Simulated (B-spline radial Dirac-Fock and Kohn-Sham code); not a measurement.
**Core and valence levels of Ga²⁺**

System: the Ga²⁺ ion, configuration 1s2 2s2 2p6 3s2 3p6 3d10 4s1, inside a Watson sphere of charge -2 and radius 1.8 Å (a model of the Madelung potential; inside it an electron's potential energy is raised by 16.0 eV); nuclear rms radius 3.9973 fm (A = 69).

Level of theory: multi-electron Dirac-Fock with separately optimised hole states, Breit and Lamb-shift corrections added in first order; an atomic code on a B-spline grid. The model has no electron correlation. Energies are counted from the vacuum level. Subshells whose hole state is unreliable or did not converge are left out.

All terms are in eV, carry their sign (relaxation lowers the binding energy) and add up to the binding energy; ⟨r⟩ is the mean radius of the orbital in the initial state.

| subshell | −ε (Koopmans) | relaxation | Breit | QED | binding energy | ⟨r⟩ (bohr) |
| --- | --- | --- | --- | --- | --- | --- |
| K | 10451.3 | -48.47 | -13.63 | -6.54 | 10382.7 | 0.049 |
| L1 | 1345.8 | -24.12 | -0.98 | -0.69 | 1320.0 | 0.217 |
| L2 | 1186.3 | -26.11 | -1.71 | 0.08 | 1158.6 | 0.188 |
| L3 | 1158.3 | -25.75 | -1.11 | 0.02 | 1131.5 | 0.192 |
| M2 | 130.0 | -5.69 | -0.18 | 0.01 | 124.1 | 0.673 |
| M3 | 126.1 | -5.51 | -0.10 | 0.00 | 120.5 | 0.683 |
| M4 | 36.30 | -4.85 | -0.01 | 0.01 | 31.44 | 0.781 |
| M5 | 35.76 | -4.78 | 0.02 | 0.01 | 31.01 | 0.786 |
| N1 | 13.88 | -0.10 | -0.01 | -0.01 | 13.77 | 2.200 |

For the deepest level, K (1s), the Breit terms make up -0.131 % of the binding energy, QED -0.063 % and orbital relaxation -0.467 %.

Spin-orbit splittings: 2p 27.10 eV, 3p 3.61 eV, 3d 0.43 eV.

Values without a named source are computed, but for edge energies of neutral atoms, which are taken from tables.
